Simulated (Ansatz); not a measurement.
One change: `N=C(O)CO` becomes `N=[C](O)[GeH2][NH2]`.

Ansatz, PBE0-D4/def2-TZVP geometries, multiplicity 1. Each molecule was computed in one conformer, which needn't be the lowest.

Scalar relativity is left out up to krypton.

```tsv
property	`N=C(O)CO`
HOMO–LUMO gap (ωB97M-V/def2-TZVPP) / eV	12.41
HOMO energy (ωB97M-V/def2-TZVPP) / eV	-10.17
LUMO energy (PBE0/def2-TZVPP) / eV	0.28
size of the dipole moment (ωB97M-V/def2-TZVPP) / D	0.92
HOMO–LUMO gap (B3LYP/def2-TZVPP) / eV	7.51
LUMO energy (ωB97M-V/def2-TZVPP) / eV	2.24
```

(1) Give the same properties after the change, and the shifts. (An estimate is asked.)

## Answers

(1) The calculation gave: 
| property | `N=[C](O)[GeH2][NH2]` | shift |
| --- | --- | --- |
| HOMO–LUMO gap (ωB97M-V/def2-TZVPP) / eV | 11.07 | -1.34 |
| HOMO energy (ωB97M-V/def2-TZVPP) / eV | -9.46 | 0.71 |
| LUMO energy (PBE0/def2-TZVPP) / eV | -0.29 | -0.57 |
| size of the dipole moment (ωB97M-V/def2-TZVPP) / D | 0.72 | -0.20 |
| HOMO–LUMO gap (B3LYP/def2-TZVPP) / eV | 6.39 | -1.12 |
| LUMO energy (ωB97M-V/def2-TZVPP) / eV | 1.61 | -0.63 |

With PBE0 the HOMO rises by 0.60 eV and the LUMO falls by 0.57 eV, so the gap narrows by about 1.17 eV. PBE moves the HOMO by 0.40 eV and ωB97M-V by 0.71 eV. Dipoles are sizes alone; their direction can turn.

B3LYP here is the variant with VWN-RPA as its local correlation; programs differ in this.
